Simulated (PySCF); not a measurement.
## Mo: excitation energy

Mo [Kr] 4d5 5s1 (7S) → Mo [Kr] 4d4 5s1 5p1 (high-spin determinant), as a difference of total energies. All numbers are calculated (PySCF 2.14, the spin-free X2C one-electron Hamiltonian (Gaussian nucleus), in x2c-TZVPPall with one added diffuse shell each of s, p, d, f type (9s7p7d3f1g, 95 functions)). Correlated levels: valence: [Kr] frozen. The calculations carry no spin-orbit coupling.

| method | excitation energy (eV) |
| --- | --- |
| UHF | 2.856 |
| MP2 (valence) | 3.400 |
| SCS-MP2 (valence) | 3.038 |
| CCSD (valence) | 3.203 |
| CCSD(T) (valence) | 3.231 |

Q: How much does correlation contribute at CCSD(T) (valence)?

A: 3.231 − (2.856) = 0.375 eV, measured against UHF.

A first-order spin-orbit estimate (lowest level to lowest level, LS coupling) adds -0.179 eV.

The coupled-cluster amplitudes are large for the upper state (T1 above 0.03 or a double amplitude above 0.15), so a single reference is strained.

The determinant of the upper state mixes LS terms, which raises its energy above the lowest term, most at the Hartree-Fock and MP2 levels.
